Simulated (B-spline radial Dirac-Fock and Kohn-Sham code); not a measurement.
# Auger decay of the 3d3/2 hole in Hf³⁺

System: hafnium as Hf³⁺, 1s2 2s2 2p6 3s2 3p6 3d10 4s2 4p6 4d10 4f14 5s2 5p6 5d1, inside a Watson sphere of charge -3 and radius 1.8 Å (a model of the Madelung potential; inside it an electron's potential energy is raised by 24.0 eV).

The computed values come from a B-spline atomic structure program: one-electron (LDA, Dirac) transition rates at Dirac-Fock energies. Kinetic energies are configuration averages from the vacuum level; the two-hole energies are estimated from single-hole states.

```
transition  kinetic energy (eV)  width (meV)  share (%)
   M4-N1N4                910.5         77.4        4.7
   M4-N2N4               1011.1         67.4        4.1
   M4-N3N4               1066.3          140        8.5
   M4-N4N4               1227.0          122        7.4
   M4-N4N5               1237.2          246       14.9
   M4-N4N7               1439.5          135        8.2
   M4-N4N6               1440.1          109        6.6
   M4-N5N6               1448.7          117        7.1
   M4-N6N6               1649.6         95.6        5.8
   M4-N6N7               1650.7          278       16.8
```

The listed channels hold 84 % of the non-radiative rate. Summed by principal shells, of 1.65 eV in all: MNN 91.8 %, MNO 4.0 %, MMN 3.5 %, MMO 0.6 %.
